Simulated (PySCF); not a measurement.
Computed shifts of a molecule C3H9GeN, PBE/pcSseg-1 (PySCF), GIAO, gas phase, equivalent atoms averaged, in ppm (number of nuclei): ¹³C: 54.6 (2), 1.8 (1). ¹⁵N: 45.8 (1). ¹H: 5.47 (1), 3.96 (2), 3.81 (2), 0.82 (3), 0.17 (1). References: ¹³C against TMS (σ = 182.0 ppm); ⁷³Ge against GeH4 (σ = 1614.4 ppm); ¹⁵N against NH3 (σ = 267.0 ppm); ¹H against TMS (σ = 31.49 ppm), references at their B3LYP-D3(BJ)/def2-TZVP geometries, non-relativistic. Geometry optimised at PBE0-D3(BJ)/def2-SVP. One conformer was computed; it need not be the lowest.

Question: Which molecule gave these data?
A. C/C=[CH]/[GeH2][NH2]
B. [GeH3][C@H]1CCN1
C. [CH3][GeH]1[CH2]N[CH2]1
D. C=[CH][Ge@H]([CH3])[NH2]

Answer: C, [CH3][GeH]1[CH2]N[CH2]1
